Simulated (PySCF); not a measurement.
Ligands exchanged one at a time, Al I-H. Gas-phase values, no solvent. Strings in code marks are SMILES.

The dipole moment from two functionals at the same geometries (B3LYP-D3(BJ)/def2-TZVP), both in PySCF: PBE-D3(BJ)/def2-TZVP and ωB97X-D3(BJ)/def2-TZVP. 

| species | PBE-D3(BJ)/def2-TZVP (D) | ωB97X-D3(BJ)/def2-TZVP (D) |
|---|---|---|
| 0 of 3 I replaced by H (`[I][Al]([I])[I]`) | 0.00 | 0.00 |
| 1 of 3 I replaced by H | 0.48 | 0.69 |
| 2 of 3 I replaced by H | 0.89 | 1.16 |
| 3 of 3 I replaced by H (`[AlH3]`) | 0.00 | 0.00 |

Over these rows, drawn at random from the members with no instability flagged (it was tested for open shells, ions and some series alone), PBE minus ωB97X-D3(BJ): mean -0.12 D, from -0.26 D to 0.00 D.
